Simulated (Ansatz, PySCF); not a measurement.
# Hf(NH2)4 in two programs

Hf(NH2)4 (singlet), relaxed with PySCF 2.14.0, RKS BP86, Hf def2-SVP with ECP60, N def2-SVP, H def2-SVP; non-relativistic Hamiltonian with scalar-relativistic core potentials where named; density fitting; no spin-orbit coupling:

```xyz
13

Hf    0.0000    0.0000    0.0000
N     1.2089    1.2300    1.1283
H     2.0681    0.9045    1.5917
H     1.1363    2.2421    1.2862
N    -1.2090   -1.1282    1.2300
H    -1.1362   -1.2864    2.2421
H    -2.0681   -1.5917    0.9045
N     1.2089   -1.2300   -1.1283
H     1.1363   -2.2421   -1.2862
H     2.0681   -0.9045   -1.5917
N    -1.2090    1.1282   -1.2300
H    -2.0681    1.5917   -0.9045
H    -1.1362    1.2864   -2.2421
```

There the HOMO–LUMO gap is 4.83 eV. 

The same geometry by Ansatz 0.2.0 (PBE, PAW, a periodic box with 9 Å of vacuum):

| spin-orbit coupling | gap (eV) | largest force component (eV/Å) |
| --- | --- | --- |
| without | 4.37 | 0.37 |

Question: What does the run with spin-orbit coupling give?

Answer: gap (eV): 4.35, largest force component (eV/Å): 0.37. It took 50 s on 2 threads of Arm Neoverse V1 (shared host), peak memory 3.3 GiB.

The spin-orbit runs use fully relativistic datasets of their own, so changes of a few hundredths of an eV needn't come from the coupling.

The two programs differ in functional, so their gaps don't test each other.
